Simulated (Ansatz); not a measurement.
Start from `[SiH3]CCCCl` and change one atom or group to get `FCCCCl`.

Ansatz, PBE0-D4/def2-TZVP geometries, multiplicity 1. Each molecule was computed in one conformer, which needn't be the lowest.

| property | `[SiH3]CCCCl` |
| --- | --- |
| LUMO energy (ωB97M-V/def2-TZVPP) / eV | 2.12 |
| size of the dipole moment (PBE/def2-TZVPP) / D | 1.62 |
| HOMO–LUMO gap (B3LYP/def2-TZVPP) / eV | 8.47 |
| LUMO energy (B3LYP/def2-TZVPP) / eV | 0.35 |
| HOMO–LUMO gap (PBE0/def2-TZVPP) / eV | 8.99 |
| LUMO energy (PBE/def2-TZVPP) / eV | -0.25 |

Task: What does the change do to each property? (Best estimate.)

Result: Ansatz gave: 
```
                                      property  `FCCCCl`  shift
         LUMO energy (ωB97M-V/def2-TZVPP) / eV      2.64   0.52
size of the dipole moment (PBE/def2-TZVPP) / D      2.03   0.41
         HOMO–LUMO gap (B3LYP/def2-TZVPP) / eV      8.76   0.29
           LUMO energy (B3LYP/def2-TZVPP) / eV      0.58   0.23
          HOMO–LUMO gap (PBE0/def2-TZVPP) / eV      9.32   0.33
             LUMO energy (PBE/def2-TZVPP) / eV     -0.23   0.02
```

With PBE0 the HOMO falls by 0.07 eV and the LUMO rises by 0.28 eV, so the gap widens by about 0.35 eV. PBE moves the HOMO by -0.04 eV and ωB97M-V by -0.10 eV. Dipoles are sizes alone; their direction can turn.

Positive LUMOs are unbound, so they and the gaps depend on the basis.

B3LYP here is the variant with VWN-RPA as its local correlation; programs differ in this.
